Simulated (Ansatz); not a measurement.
Basis-set extrapolation for C₂H₅AlClN (`N/C(Cl)=[CH]/[AlH2]`) (PBE0-D4/def2-TZVP geometry, frozen core, Ansatz 0.2.0). Multiplicity 1, RHF reference.

```
                      def2-TZVPP   def2-QZVPP
                 HF  -834.557238  -834.583136
    MP2 correlation    -0.802833    -0.864157
CCSD(T) correlation    -0.884046      not run
```

Energies in hartree. Use E(X) = E(∞) + A·exp(−7.88·√X) for Hartree–Fock and E(X) = E(∞) + B·X^(−2.97) for correlation, with X = 3 and 4, and add CCSD(T) minus MP2 of the smaller set to the MP2 limit.

Q: What is the CCSD(T) energy at the basis-set limit?

A: HF limit: -834.583136 + (-0.025898) × 0.13774 = -834.58670. MP2 limit: -0.864157 + (-0.061324) × 0.74074 = -0.90958. Higher-order term: -0.884046 − (-0.802833) = -0.08121. Total: -835.57749 hartree, 3.71 eV below CCSD(T)/def2-TZVPP.
